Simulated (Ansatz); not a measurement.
CH8Si2, charge +1, sextet, at a GFN2-xTB geometry of the parent state (a state made from the parent by changing its charge; the spin is typed, not shown lowest); PBE0/STO-3G (Ansatz, an electronic-structure program).

Input for Ansatz:
Ansatz 0.2 input:
```yaml
crystal:
  periodic: [false, false, false]
  atoms:
    - {symbol: Si, position_ang: [1.45200079, 0.71313090, 0.00270046]}
    - {symbol: C, position_ang: [0.27522516, -0.85140181, -0.15436923]}
    - {symbol: Si, position_ang: [-1.59083831, -0.28364068, 0.07517120]}
    - {symbol: H, position_ang: [2.64889478, -0.13128355, -0.21992103]}
    - {symbol: H, position_ang: [1.16408409, 1.65523852, -1.06947553]}
    - {symbol: H, position_ang: [1.34545205, 1.27682876, 1.34095165]}
    - {symbol: H, position_ang: [0.53591313, -1.59239911, 0.59940417]}
    - {symbol: H, position_ang: [0.40596155, -1.32126551, -1.12768606]}
    - {symbol: H, position_ang: [-1.96221965, 0.63112564, -0.99501694]}
    - {symbol: H, position_ang: [-1.78085169, 0.25271588, 1.41541025]}
    - {symbol: H, position_ang: [-2.06485999, -1.67541277, -0.10765440]}
basis:
  gaussian:
    orbitals: STO-3G
hamiltonian:
  xc: pbe0
total_charge: 1
magnetization: {spin_polarized: true, initial_magnetization: 5}
```

Output, abridged:

```
Functional definition: PBE0
369 factors; integrals over basis functions are off by at most 4.2e-5 eV
mean field evaluation 1: about -16680.5731 eV, gradient 2.4e1 eV
mean field evaluation 2: about -16646.1028 eV, gradient 5.7e1 eV
mean field evaluation 4: about -16687.1228 eV, gradient 8.7e0 eV
mean field evaluation 8: about -16688.0684 eV, gradient 2.4e-1 eV
mean field evaluation 16: about -16688.0431 eV, gradient 3.5e-3 eV
mean field evaluation 32: about -16688.0431 eV, gradient 7.0e-5 eV
mean field evaluation 64: about -16688.0036 eV, gradient 2.6e-4 eV
mean field evaluation 96: about -16688.0036 eV, gradient 1.9e-5 eV
mean field evaluation 128: about -16688.0456 eV, gradient 9.2e-4 eV
mean field -16688.05891407 eV, -613.2748535196 hartree, gradient 2.6e-6 eV, S^2 8.755417; 11 other end points of the search recorded, 0 dependent functions left out
reference -16688.05893194 eV, -613.2748541763 hartree; 23, 18 occupied and 8, 13 virtual orbitals, 369 factors
Total energy: -16688.05893194 eV, -613.2748541763 hartree
```
